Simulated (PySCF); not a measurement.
**Spin-rotation constants: SMILES CC[C@]1(C#N)C=C[SiH2]1, C₆H₉NSi**

Geometry:
```csv
atom,x (Å),y (Å),z (Å)
C1,2.200,0.237,0.300
C2,0.788,0.698,0.653
C3,-0.289,-0.278,0.170
C4,-0.104,-1.566,0.750
N5,0.007,-2.602,1.228
C6,-0.455,-0.350,-1.335
C7,-1.703,0.056,-1.579
Si8,-2.155,0.345,0.228
H9,2.402,-0.737,0.742
H10,2.934,0.946,0.676
H11,2.323,0.158,-0.778
H12,0.597,1.676,0.202
H13,0.703,0.805,1.738
H14,0.309,-0.677,-2.023
H15,-2.181,0.136,-2.542
H16,-3.105,-0.558,0.865
H17,-2.278,1.723,0.696
```

Computed, not measured: GIAO PBE/pcSseg-1 magnetisability, rotational g tensor and spin-rotation constants, non-relativistic, gas phase in PySCF 2.14.0. Geometry: GFN2-xTB.

Q: Give the nuclear spin-rotation constants along the inertial axes (H = +C I·J) beside the isotropic shieldings.

A: Rotational constants 2.3425, 1.4716, 1.2121 GHz. A star marks the isotopologue with that one atom substituted, in its own axes.
```csv
atom,isotope,Caa (kHz),Cbb (kHz),Ccc (kHz),mean (kHz),σ (ppm)
N5,14N,0.443,0.100,0.264,0.269,-33.0
H9,1H,-0.138,-0.026,-0.138,-0.101,30.0
H10,1H,-0.143,-0.086,-0.098,-0.109,30.5
H11,1H,-0.234,-0.143,-0.005,-0.128,30.6
H12,1H,-0.186,0.003,-0.139,-0.107,29.9
H13,1H,-0.239,-0.139,0.014,-0.121,29.5
H14,1H,-0.123,-0.145,0.065,-0.068,24.2
H15,1H,-0.002,-0.153,-0.009,-0.055,25.3
H16,1H,-0.173,0.049,-0.107,-0.077,26.3
H17,1H,-0.206,-0.058,-0.009,-0.091,26.6
C1,13C*,0.325,0.206,0.170,0.234,169.5
C2,13C*,0.417,0.250,0.216,0.294,146.4
C3,13C*,0.444,0.251,0.202,0.299,146.4
C4,13C*,0.885,0.129,0.556,0.523,59.6
C6,13C*,0.887,0.320,0.618,0.609,19.5
C7,13C*,0.882,0.275,0.547,0.568,39.0
Si8,29Si*,-1.367,-0.910,-0.804,-1.027,357.0
```
For the geometry as given, no vibrational averaging.

Q: How do the rotational constants and the g tensor change when H9, H10, H11, H12, H13, H14, H15, H16, H17 are replaced by deuterium?

A: Constants 2.0463, 1.2606, 1.0719 GHz; g -0.0337, -0.0101, -0.0190, against -0.0370, -0.0126, -0.0214 before.
